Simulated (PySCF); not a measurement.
## Identify the compound

The spectra below were simulated for a compound C8H7F.

$^{1}$H NMR (400 MHz, computed): δ 7.72 (m, 2H), 7.21 (m, 2H), 6.96 (m, 1H), 6.10 (m, 1H), 5.42 (m, 1H).

$^{13}$C{$^{1}$H} NMR (computed): δ 173.2 (C), 145.6 (CH), 139.6 (C), 135.0 (CH, 2C), 121.4 (CH, 2C), 117.7 (CH2).

- PBE0-D3(BJ)/def2-TZVP structure
- GIAO B97-2/pcSseg-2 shieldings
- program: PySCF 2.14
- non-relativistic Hamiltonian, in vacuum, one computed conformer, rapidly exchanging positions averaged

Scale: $^{1}$H, $^{13}$C against TMS (reference shieldings calculated alike).

Q: Propose a structure and justify it.

A: 
1. The formula gives 5 degrees of unsaturation (1 ring in the answer).
2. 6 carbon signals for 8 carbons: some carbons are equivalent by symmetry or fast rotation.
3. Carbon types of the structure: 2 × C, 5 × CH, 1 × CH2, which accounts for all hydrogens.
4. δC 173.2: aromatic carbon bearing fluorine; the electronegative substituent deshields the carbon that carries it.
5. δC 145.6: alkene CH; as expected for a trigonal carbon in a double bond.
6. δC 139.6: substituted aromatic carbon.
7. δC 135.0, 121.4: aromatic CH.
8. δC 117.7: terminal =CH2 carbon; an sp2 carbon of a C=C bond.
9. δH 7.72, 7.21: hydrogen on an aromatic CH; the ring current deshields protons in the ring plane.
10. δH 6.96: hydrogen on an alkene CH; olefinic region.

The compound is `InChI=1S/C8H7F/c1-2-7-3-5-8(9)6-4-7/h2-6H,1H2`.

The data come from this structure; uniqueness wasn't tested.

Splittings by $^{19}$F in the carbon and heteronuclear signals aren't shown, as no couplings were computed. Shifts are as computed. Against solution values, carbons near 30 ppm lie about +3 ppm off and those near 130 ppm about +7 ppm. Of 1309 compounds with measured shifts, 239 miss one by over three times the rms of a fit or turn the order of signals round; such compounds aren't used in these exercises. Multiplicities follow the n + 1 count of equivalent neighbours, as no J values were calculated; m marks all less simple cases, F and P coupling included.
